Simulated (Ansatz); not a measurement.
propylene glycol (C3H8O2), singlet, at a GFN2-xTB geometry; MP2/def2-TZVPPD (Ansatz, a first-principles code).

Here is a job for Ansatz.
Ansatz 0.2 input:
```yaml
crystal:
  periodic: [false, false, false]
  atoms:
    - {symbol: C, position_ang: [1.83279687, 0.14073838, 0.35122058]}
    - {symbol: C, position_ang: [0.42592792, 0.30837045, -0.21114862]}
    - {symbol: O, position_ang: [-0.28512860, 1.34779806, 0.43545309]}
    - {symbol: C, position_ang: [-0.38535586, -0.99296880, -0.11089777]}
    - {symbol: O, position_ang: [-1.67385502, -0.82545240, -0.64051699]}
    - {symbol: H, position_ang: [2.36285640, 1.08914421, 0.31134422]}
    - {symbol: H, position_ang: [1.78941447, -0.19322743, 1.38724336]}
    - {symbol: H, position_ang: [2.38339912, -0.59464172, -0.22778653]}
    - {symbol: H, position_ang: [0.47001136, 0.61841957, -1.26055257]}
    - {symbol: H, position_ang: [-0.25909594, 1.18957378, 1.38717888]}
    - {symbol: H, position_ang: [0.09547909, -1.79269401, -0.67737811]}
    - {symbol: H, position_ang: [-0.44632455, -1.29881938, 0.94775720]}
    - {symbol: H, position_ang: [-1.96408450, 0.06663963, -0.40234042]}
basis:
  gaussian:
    orbitals: def2-TZVPPD.json
magnetization: {spin_polarized: false}
correlation: {method: mp2}
```
The basis file holds def2-TZVPPD in the JSON format of the Basis Set Exchange.

The log (banner, timings and long lists left out):

```
Functional definition: HF
1889 factors; integrals over basis functions are off by at most 1.2e-3 eV
mean field evaluation 1: about -7290.6413 eV, gradient 4.5e1 eV
mean field evaluation 2: about -7290.7976 eV, gradient 4.5e1 eV
mean field evaluation 4: about -7295.0691 eV, gradient 4.8e0 eV
mean field evaluation 8: about -7295.1385 eV, gradient 2.7e-1 eV
mean field -7295.13881849 eV, -268.0914067568 hartree, gradient 2.4e-6 eV, S^2 0.000000; 0 other end points of the search recorded, 0 dependent functions left out
5 core orbitals not correlated
reference -7295.13881849 eV, -268.0914067568 hartree; 16, 16 occupied and 306, 306 virtual orbitals, 1889 factors
second order -27.56103240 eV of doubles, -0.00000000 eV of singles
Total energy: -7322.69985089 eV, -269.1042560159 hartree
```
